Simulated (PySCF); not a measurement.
## Ionisation energy of V by level of theory

V [Ar] 3d3 4s2 (4F) → V⁺ [Ar] 3d4 (5D), as a difference of total energies. Calculation: PySCF 2.14, in cc-pVDZ (6s5p3d1f, 43 functions); no relativity, point nucleus. Correlated levels: valence: [Ar] frozen. The calculations carry no spin-orbit coupling.

```csv
method,ionisation energy (eV),difference from reference (eV)
UHF,5.901,-0.831
BP86,6.324,-0.408
M06-2X,6.786,+0.054
MP2 (valence),6.210,-0.522
SCS-MP2 (valence),6.677,-0.055
```

Reference: 6.732 eV (measured; NIST levels, between the centres of gravity of the two terms).

These non-relativistic numbers lack the scalar-relativistic shift.

Errors of the correlated levels include the incompleteness of this basis and the frozen core.
